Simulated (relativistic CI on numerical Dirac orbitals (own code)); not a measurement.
**Au⁴⁺: 5d valence photoemission**

Computed with this model: Dirac-Coulomb-Breit CI, KLI orbitals optimised for each configuration, a model potential for QED, valence Slater integrals scaled by 0.9, multiplet model of photoemission in the sudden approximation; configurations [Xe] 4f14 5d7 → [Xe] 4f14 5d6; 300 K; Lorentzian 0.21 eV and Gaussian 0.5 eV FWHM. Energies are those of the free ion, without screening or charge transfer. The energies are binding energies and can lie tens of eV above those of solids. S is read from ⟨S²⟩ = S(S + 1).

Field parameters in Wybourne normalisation: Td as Oh with Dq negative (B⁴₀ = 21Dq, B⁴₄ = √(5/14) B⁴₀). The field is a parameter set, without covalency.

Computed curve for Td, 10Dq = -17050 cm⁻¹, scaled to 100 at the maximum (points under 2 are left out and the grid is thinned):

(Energy (eV), Intensity): (59.1, 2.0), (59.3, 2.8), (59.5, 4.3), (59.6, 5.7), (59.8, 12.5), (60.0, 32.4), (60.2, 70.6), (60.3, 89.5), (60.5, 97.9), (60.7, 64.3), (60.9, 31.3), (61.0, 23.6), (61.2, 21.3), (61.4, 27.2), (61.6, 39.0), (61.8, 50.1), (61.9, 52.2), (62.1, 55.2), (62.3, 60.7), (62.5, 51.5), (62.6, 40.9), (62.8, 22.1), (63.0, 16.2), (63.2, 21.6), (63.3, 26.8), (63.5, 35.5), (63.7, 36.9), (63.9, 34.3), (64.1, 26.8), (64.2, 21.5), (64.4, 11.5), (64.6, 6.2), (64.8, 4.9), (64.9, 4.9), (65.1, 5.1), (65.3, 4.6), (65.5, 3.6), (65.6, 3.1), (65.8, 2.5), (66.0, 2.2)

The ground state has S = 1.44, and the centroid lies at 61.93 eV.
